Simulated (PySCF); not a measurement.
CdI2, SMILES [I][Cd][I].

Geometry optimised at r2SCAN-D4/def2-SVP. The isomer is the one that the SMILES or the coordinates give; other isomers of the formula were not compared. The def2 effective core potentials stand for the cores of Cd, I; spin–orbit coupling is left out.

These are PySCF with TDA-CAM-B3LYP/def2-SVPD values and carry that method's errors.

Vertical excitations; the highest root listed may be one member of a degenerate set. The molecule is in vacuum. State labels are in the subgroup D2h.

Computed lowest excited states:
| state | symmetry | energy (eV) | λ (nm) | f | main pairs |
|---|---|---|---|---|---|
| S1 | B2g | 4.27 | 290 | 0.000 | HOMO−1→LUMO (degenerate set) |
| S2 | B3g | 4.27 | 290 | 0.000 | HOMO→LUMO (degenerate set) |
| S3 | B2u | 4.62 | 268 | 0.028 | HOMO−3→LUMO (degenerate set) |
| S4 | B3u | 4.62 | 268 | 0.028 | HOMO−2→LUMO (degenerate set) |
| S5 | B1u | 5.64 | 220 | 0.104 | HOMO−4→LUMO 50 %, HOMO→LUMO+1 24 %, HOMO−1→LUMO+2 24 % |
| S6 | Au | 5.79 | 214 | 0.000 | HOMO−1→LUMO+1 49 %, HOMO→LUMO+2 49 % |
| S7 | Au | 5.81 | 213 | 0.000 | HOMO→LUMO+2, HOMO−1→LUMO+1 (degenerate set) |
| S8 | B1u | 5.81 | 213 | 0.000 | HOMO−1→LUMO+2, HOMO→LUMO+1 (degenerate set) |
| S9 | B1g | 6.08 | 204 | 0.000 | HOMO−2→LUMO+1 49 %, HOMO−3→LUMO+2 49 % |
| S10 | B1g | 6.15 | 202 | 0.000 | HOMO−3→LUMO+2 49 %, HOMO−2→LUMO+1 49 % |
| T1 | B2g | 3.94 | 315 | 0 | HOMO−1→LUMO (degenerate set) |
| T2 | B3g | 3.94 | 315 | 0 | HOMO→LUMO (degenerate set) |
| T3 | B3u | 4.24 | 293 | 0 | HOMO−2→LUMO (degenerate set) |
| T4 | B2u | 4.24 | 293 | 0 | HOMO−3→LUMO (degenerate set) |
Triplets are in the Tamm–Dancoff approximation.
